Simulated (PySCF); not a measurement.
## Electronic structure of Rh²⁺ (rhodium, charge +2) at the UHF level

Configuration: [Kr] 4d7, high-spin 4F determinant. Calculation: PySCF 2.14, in def2-SVP with the def2 core potential (28 electrons); scalar relativity through the core potential.

```json
{
  "Total energy": "-108.887377 hartree",
  "One-electron energy": "-181.2590 hartree",
  "Hartree (Coulomb) energy": "82.5993 hartree",
  "Exchange energy": "-10.2277 hartree",
  "⟨S²⟩": "3.7533",
  "⟨L²⟩": "12.038",
  "Sum of ⟨r⟩": "18.69 bohr",
  "Sum of ⟨r²⟩": "27.23 bohr²",
  "Time after the integrals": "0.17 s of wall time on 1 thread of Neoverse-N1 (shared host)"
}
```

| shell | electrons | mean orbital energy (eV) | spread (eV) | rms radius, mean of both spins (bohr) |
| --- | --- | --- | --- | --- |
| 4s α | 1 | -126.74 | 0 | 1.05 |
| 4s β | 1 | -121.07 | 0 | 1.05 |
| 4p α | 3 | -89.268 | 0 | 1.16 |
| 4p β | 3 | -82.135 | 0 | 1.16 |
| 4d α | 5 | -33.838 | 1.120 | 1.56 |
| 4d β | 2 | -31.219 | 0 | 1.56 |

Energies and moments cover only the electrons outside the core potential.
